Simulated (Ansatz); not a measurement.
Steps of a relaxation of C2H6ClFGe, SMILES `C[C](F)(Cl)[GeH3]` with RKS PBE-D4/def2-SVP.

```sh
$ ansatz run in.yaml --threads 2 --pin off --events-out ev --progress --plain --max-ram 22528MiB --backend cpu
```

```yaml
crystal:
  periodic: [false, false, false]
  atoms:
    - {symbol: C, position_ang: [-0.962200, -0.766600, 0.712900]}
    - {symbol: C, position_ang: [0.173100, -0.652100, -0.251800]}
    - {symbol: F, position_ang: [1.167300, -1.447500, 0.209800]}
    - {symbol: Cl, position_ang: [-0.230000, -1.208700, -1.872200]}
    - {symbol: Ge, position_ang: [0.819600, 1.179300, -0.407300]}
    - {symbol: H, position_ang: [-1.843100, -0.069500, 0.330300]}
    - {symbol: H, position_ang: [-0.684300, -0.371400, 1.716500]}
    - {symbol: H, position_ang: [-1.330500, -1.752800, 0.774000]}
    - {symbol: H, position_ang: [-0.316100, 2.105900, -0.889500]}
    - {symbol: H, position_ang: [1.254900, 1.688000, 1.034800]}
    - {symbol: H, position_ang: [2.016700, 1.238400, -1.336800]}
basis:
  gaussian: {orbitals: def2-SVP}
hamiltonian: {xc: pbe, dispersion: d4}
relax: {f_tol: 0.03, max_steps: 200}
```

Positions (Å) and forces (eV/Å) along the path, 7 of 7 steps:

```xyz
11
step=1 energy=-73895.1855 eV
C    -0.962   -0.767    0.713   -1.823    3.298   -0.602
C     0.173   -0.652   -0.252   -0.206    0.233    0.671
F     1.167   -1.448    0.210    1.304   -0.737    0.452
Cl   -0.230   -1.209   -1.872   -0.558   -0.405   -1.113
Ge    0.820    1.179   -0.407    0.306    1.175    0.784
H    -1.843   -0.070    0.330    1.333   -1.233    0.681
H    -0.684   -0.371    1.716    0.106   -0.222   -0.173
H    -1.331   -1.753    0.774   -0.626   -1.894    0.185
H    -0.316    2.106   -0.889   -0.087    0.005   -0.108
H     1.255    1.688    1.035   -0.119   -0.215   -0.439
H     2.017    1.238   -1.337    0.372   -0.007   -0.338
11
step=2 energy=-73895.4441 eV
C    -1.004   -0.768    0.709   -0.657    1.065   -0.060
C     0.174   -0.631   -0.226   -0.163    0.126    0.387
F     1.195   -1.428    0.233    0.408   -0.227    0.181
Cl   -0.277   -1.205   -1.855   -0.203   -0.227   -0.713
Ge    0.856    1.228   -0.402    0.071    0.330    0.114
H    -1.868   -0.124    0.363    0.546   -0.406    0.160
H    -0.718   -0.413    1.721    0.017   -0.119    0.003
H    -1.353   -1.802    0.758   -0.066   -0.505    0.039
H    -0.290    2.125   -0.931    0.011    0.007    0.010
H     1.293    1.700    1.017   -0.018    0.002   -0.075
H     2.058    1.260   -1.365    0.054   -0.045   -0.046
11
step=3 energy=-73895.4805 eV
C    -1.023   -0.765    0.714    0.148   -0.196    0.014
C     0.162   -0.627   -0.223    0.045    0.166    0.280
F     1.201   -1.415    0.244   -0.025   -0.024   -0.032
Cl   -0.288   -1.210   -1.882   -0.035   -0.029   -0.086
Ge    0.862    1.248   -0.397    0.014   -0.021   -0.119
H    -1.865   -0.146    0.373   -0.164    0.112   -0.079
H    -0.733   -0.441    1.736    0.019   -0.021   -0.043
H    -1.349   -1.825    0.753    0.005    0.017    0.017
H    -0.274    2.155   -0.932    0.009    0.003   -0.012
H     1.306    1.738    1.005    0.013   -0.011    0.035
H     2.066    1.229   -1.369   -0.029    0.005    0.024
11
step=4 energy=-73895.4841 eV
C    -1.029   -0.775    0.719    0.083   -0.043   -0.001
C     0.161   -0.614   -0.207    0.018   -0.014    0.090
F     1.199   -1.410    0.250   -0.039    0.045   -0.017
Cl   -0.293   -1.193   -1.874   -0.017   -0.022   -0.084
Ge    0.868    1.256   -0.407   -0.019   -0.037    0.009
H    -1.880   -0.160    0.375   -0.045    0.027   -0.015
H    -0.745   -0.457    1.743   -0.004    0.005    0.006
H    -1.343   -1.839    0.750    0.023    0.040   -0.012
H    -0.261    2.167   -0.950    0.006   -0.003    0.005
H     1.316    1.738    0.999    0.009    0.023    0.007
H     2.071    1.229   -1.377   -0.015   -0.020    0.012
11
step=5 energy=-73895.4849 eV
C    -1.027   -0.776    0.720   -0.022   -0.028    0.007
C     0.161   -0.613   -0.201    0.026    0.044   -0.016
F     1.197   -1.410    0.249   -0.012   -0.001   -0.014
Cl   -0.293   -1.173   -1.882   -0.004   -0.030    0.001
Ge    0.867    1.255   -0.403    0.006   -0.007    0.004
H    -1.881   -0.164    0.374   -0.002    0.001    0.003
H    -0.747   -0.459    1.745    0.000    0.002    0.003
H    -1.337   -1.841    0.748    0.001    0.006    0.001
H    -0.260    2.162   -0.953   -0.003    0.004   -0.001
H     1.319    1.754    0.996    0.006    0.009    0.011
H     2.066    1.208   -1.373    0.005    0.001    0.001
11
step=6 energy=-73895.4851 eV
C    -1.028   -0.777    0.720   -0.003    0.004    0.000
C     0.160   -0.610   -0.203   -0.013   -0.030   -0.008
F     1.197   -1.408    0.245    0.001    0.010    0.004
Cl   -0.297   -1.183   -1.881    0.002    0.013    0.010
Ge    0.867    1.256   -0.402    0.006    0.012   -0.011
H    -1.884   -0.166    0.376    0.005   -0.002    0.000
H    -0.747   -0.459    1.745    0.001    0.000    0.001
H    -1.335   -1.842    0.748    0.004    0.001   -0.001
H    -0.257    2.167   -0.954    0.003   -0.003    0.002
H     1.319    1.756    0.997   -0.003   -0.004    0.000
H     2.070    1.210   -1.370   -0.003   -0.001    0.003
11
step=7 energy=-73895.4851 eV
C    -1.028   -0.777    0.721   -0.001    0.001   -0.001
C     0.159   -0.610   -0.204   -0.002    0.006   -0.001
F     1.197   -1.406    0.245    0.004   -0.004    0.001
Cl   -0.298   -1.181   -1.881    0.000   -0.001   -0.002
Ge    0.867    1.256   -0.403   -0.002   -0.003    0.002
H    -1.884   -0.167    0.377    0.001   -0.001    0.001
H    -0.746   -0.460    1.745    0.000    0.000    0.001
H    -1.334   -1.843    0.749    0.000    0.000    0.001
H    -0.255    2.167   -0.957    0.000    0.001   -0.002
H     1.316    1.755    0.997    0.000    0.000    0.001
H     2.071    1.208   -1.369    0.000    0.000    0.000
```

Run time 20 s (2 threads of an AMD EPYC 7R13 on a shared host); peak host memory 0.23 GiB.
